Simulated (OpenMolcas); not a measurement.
**V4+, Nb4+, Ta4+: d down the group**

| Item | Value |
| --- | --- |
| Program | OpenMolcas |
| Method | SS-CASPT2, IPEA 0.25 Eh, imaginary shift 0.1 Eh |
| Basis | ANO-RCC-VQZP |
| Scalar Hamiltonian | DKH2, point nucleus |
| Spin-orbit coupling | RASSI with atomic mean-field integrals over the reference wave functions, term energies averaged over their components |

Active space for each ion: 1 electron in 10 orbitals (d d); closed shells correlated by CASPT2: V4+ 3s 3p; Nb4+ 4s 4p; Ta4+ 5s 5p.

Computed levels in cm-1 above 2D 3/2:

```
                               Level  V4+  Nb4+  Ta4+
                              2D 5/2  596  1787  6777
weight of 2D in the lowest level (%)  100   100   100
```

Measured, with the error of the calculation in %. Measured levels: V4+ from Sugar and Corliss, J. Phys. Chem. Ref. Data 7, 1191 (1978); Nb4+ from Moore, Atomic Energy Levels, vol. II, NSRDS-NBS 35 (1971 reprint of NBS Circular 467, 1952).

| Level | V4+ | Nb4+ |
| --- | --- | --- |
| 2D 5/2 | 625 (-4.6) | 1870 (-4.5) |

The fine-structure level 2D 5/2 changes by a factor of 11.4 from V4+ to Ta4+.

With one active electron, CASPT2 adds the correlation within the correlated inactive shells and between them and that electron, and leaves the splitting within a term as the reference gives it. With one active electron outside closed inactive shells, the extra shells (4d) add no correlation to the reference (holds for V4+). With one active electron outside closed inactive shells, the extra shells (5d) add no correlation to the reference (holds for Nb4+). With one active electron outside closed inactive shells, the extra shells (6d) add no correlation to the reference (holds for Ta4+). Computed and measured levels are paired by configuration, term and J; levels that our copy of the source lacks, or whose pairing is in doubt (as where it misses far off the trend of its configuration), stay unpaired and out of the deviations. Levels of configurations outside the active space are missing.
